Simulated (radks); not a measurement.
Polarisability of the magnesium ion Mg2+, [Ne], at imaginary frequency. Method: non-relativistic Kohn-Sham, PBE, spin-polarised, spherical densities, point nucleus; computed with a radial shooting solver on a logarithmic mesh with Libxc functionals. Response by self-consistent Sternheimer equations with the Hartree and adiabatic LDA kernel.

| w (hartree) | alpha1(iw) (bohr^3) | alpha2(iw) (bohr^5) |
|---|---|---|
| 0.00266 | 0.5145 | 0.6097 |
| 0.0143 | 0.5145 | 0.6097 |
| 0.0360 | 0.5144 | 0.6096 |
| 0.0697 | 0.5141 | 0.6093 |
| 0.118 | 0.5135 | 0.6087 |
| 0.186 | 0.5121 | 0.6071 |
| 0.280 | 0.5092 | 0.6039 |
| 0.413 | 0.5031 | 0.5973 |
| 0.605 | 0.4910 | 0.5839 |
| 0.892 | 0.4669 | 0.5572 |
| 1.35 | 0.4208 | 0.5056 |
| 2.12 | 0.3404 | 0.4139 |
| 3.59 | 0.2240 | 0.2766 |
| 6.94 | 0.1017 | 0.1256 |
| 17.5 | 0.02316 | 0.02741 |

Static values: alpha1 = 0.5145 bohr^3 (0.07624 angstrom^3; uncoupled 0.5828), alpha2 = 0.6097 bohr^5, alpha3 = 1.302 bohr^7. C6 = 0.6232, C8 = 3.760, triple-dipole C9 = 0.2307 atomic units. One-pole (London) frequency 4 C6 / (3 alpha1^2) = 3.139 hartree, against 2.452 for minus the highest occupied eigenvalue.
